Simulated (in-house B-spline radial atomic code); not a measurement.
# Cr⁺: [Ar] 3d4 5g1 (an excited or competing configuration)

All numbers are computed (Dirac-Hartree-Fock, average of configuration; Fermi nucleus of rms radius 3.6452 fm) with a radial B-spline atomic code at the basis-set limit, not measured.

Z_r = [3n² - l(l+1)]/(2<r>); Z_e = n√(-2ε); the last column is Slater's effective charge. Values are occupation-weighted means over j.

| shell | electrons | ε (eV) | <r> (bohr) | Z_r | Z_e | Slater |
| --- | --- | --- | --- | --- | --- | --- |
| 1s | 2 | -6065.7 | 0.06351 | 23.62 | 21.11 | 23.70 |
| 2s | 2 | -744.63 | 0.291 | 20.62 | 14.80 | 19.85 |
| 2p | 6 | -625.83 | 0.2589 | 19.31 | 13.56 | 19.85 |
| 3s | 2 | -111.94 | 0.8981 | 15.03 | 8.61 | 12.75 |
| 3p | 6 | -76.834 | 0.959 | 13.03 | 7.13 | 12.75 |
| 3d | 4 | -28.608 | 1.205 | 8.72 | 4.35 | 4.95 |
| 5g | 1 | -2.177 | 13.75 | 2.00 | 2.00 | - |

The least bound orbital is 5g9/2 at -2.177 eV, and it is also the most diffuse (<r> = 13.75 bohr).

Spin-orbit splittings of the orbital energies (j = l + 1/2 above j = l - 1/2 when positive): 2p 8.813 eV, 3p 1.107 eV, 3d 0.08841 eV, 5g 4.297e-06 eV.

For the 1s electron the small component carries 0.743 % of the norm, the zero-frequency Breit interaction raises the level by 6.471 eV, self-energy by 3.131 eV, and vacuum polarisation lowers it by 0.2551 eV.
